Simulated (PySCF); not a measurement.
B3LYP has the VWN-RPA correlation part, as in Gaussian. 

```xyz
19

B      3.3054    -0.4939    -0.3769
C      1.7859    -0.3465    -0.1994
C      1.1608     0.9244    -0.1910
C     -0.2158     1.1171    -0.0334
B     -0.7879     2.5440    -0.0403
C     -1.0184    -0.0531     0.1272
C     -2.4329    -0.1629     0.3059
C     -2.8471    -1.4571     0.4256
S     -1.5664    -2.6069     0.3305
C     -0.4030    -1.3318     0.1204
C      0.9705    -1.4807    -0.0393
H      3.8125    -1.5930    -0.3802
H      4.0022     0.4851    -0.5141
H      1.7935     1.8078    -0.3154
H     -0.0352     3.4797    -0.1820
H     -1.9699     2.7616     0.0917
H     -3.1089     0.6903     0.3430
H     -3.8692    -1.8082     0.5692
H      1.4239    -2.4757    -0.0417
```

Charge 0, multiplicity 1.

Problem. Give the Mulliken and meta-Löwdin atomic charges from B3LYP-D3(BJ)/def2-TZVP // PBE0-D4/def2-SVP (PySCF).

Solution. 
| atom | Mulliken (e) | meta-Löwdin (e) |
|---|---|---|
| B1 | -0.02 | -0.03 |
| C2 | 0.06 | -0.10 |
| C3 | -0.17 | -0.04 |
| C4 | -0.05 | -0.10 |
| B5 | 0.01 | -0.03 |
| C6 | 0.17 | 0.04 |
| C7 | -0.24 | -0.15 |
| C8 | -0.10 | -0.22 |
| S9 | 0.06 | 0.28 |
| C10 | 0.02 | -0.12 |
| C11 | -0.19 | -0.05 |
| H12 | -0.02 | 0.00 |
| H13 | -0.02 | 0.00 |
| H14 | 0.13 | 0.12 |
| H15 | -0.02 | 0.00 |
| H16 | -0.03 | 0.00 |
| H17 | 0.14 | 0.14 |
| H18 | 0.15 | 0.14 |
| H19 | 0.13 | 0.13 |
